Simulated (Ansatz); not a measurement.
`C=[C]([GaH2])[InH2]` + H₂ → `C=[CH][GaH2]` + `[InH3]` at 500 K and 1 bar (hydrogenolysis of a C–In bond).

Gas-phase electronic energies from Ansatz, PBE0-D4/def2-TZVP geometries. CCSD(T)/CBS adds triple-zeta CCSD(T) − MP2 to the extrapolated MP2 energy (def2 sets, frozen cores). This one scheme is used for every species. Elements past krypton have def2 core potentials. For Ga, In outer-core shells are correlated without core-valence functions, which leaves a few kJ/mol of doubt a bond. Scalar relativity is left out up to krypton.

| species | CCSD(T)/CBS energy (Eh) | H − E (kJ/mol) | S (J/(mol·K)) |
| --- | --- | --- | --- |
| `C=[C]([GaH2])[InH2]` | -2193.38903 | 198.2 | 450.3 |
| H₂ | -1.17544 | 41.0 | 145.5 |
| `C=[CH][GaH2]` | -2003.00582 | 178.3 | 344.1 |
| `[InH3]` | -191.56739 | 65.2 | 255.5 |

H − E and S are ideal-gas, rigid-rotor, harmonic terms from PBE0-D4/def2-TZVP. For small species the MP2-based limit differs from directly extrapolated CCSD(T) by up to some mEh (0.8 for H₂); such offsets cancel only in part. 1 Eh = 2625.50 kJ/mol, R = 8.31446 J/(mol·K).

Q: By hand: ΔE, ΔH, ΔS and ΔG.

A: ΔE = (-2003.00582) + (-191.56739) − (-2193.38903) − (-1.17544) = -0.00874 Eh = -22.9 kJ/mol. Δ(H − E) = 178.3 + 65.2 − 198.2 − 41.0 = 4.3, so ΔH = -18.6 kJ/mol. ΔS = 344.1 + 255.5 − 450.3 − 145.5 = 3.8 J/(mol·K). ΔG = -18.6 − 500 × (3.8)/1000 = -20.5 kJ/mol.

Q: By hand: the equilibrium constant, and the temperature at which ΔG would vanish if ΔH and ΔS stayed fixed.

A: log₁₀ K = −ΔG/(RT ln 10) = 2.1. ΔH and −TΔS have one sign here, so there is no such temperature.

The number of gas molecules stays the same, so ΔS is small and ΔH decides. A doubt of 5 kJ/mol in ΔE shifts log₁₀ K by 0.5 here. These are equilibria of isolated gas molecules and say nothing of rates. Largest T1 diagnostic: 0.014 (customary marks: 0.02 for closed shells, 0.045 for open ones).

ΔS is within the doubt of such terms, so its sign, and with it that verdict, could turn.
